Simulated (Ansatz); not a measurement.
Computed with Ansatz.

A structure relaxed at PBE0-D4/def2-TZVP, charge 0, multiplicity 1:

```xyz
8

F    -1.4166    1.8926    0.2551
Al   -1.4492    0.2658   -0.0181
F    -1.9034   -0.7110    1.2316
F    -1.7834   -0.2469   -1.5503
As    1.1052   -0.2020    0.0139
H     2.0473    0.9402    0.2715
H     1.7524   -0.7597   -1.2224
H     1.6477   -1.1790    1.0187
```

Q: Give its formula and SMILES.

A: AlAsF3H3, `[F][Al-]([F])([F])[AsH3+]`.

Q: Point group (tolerance 0.08 Å, 0.16 Å for H)?

A: C3v.

Q: Summarise the bond lengths by kind.

A: 3 × Al–F 1.650 Å; 1 × Al–As 2.597 Å; 3 × As–H 1.503 Å.
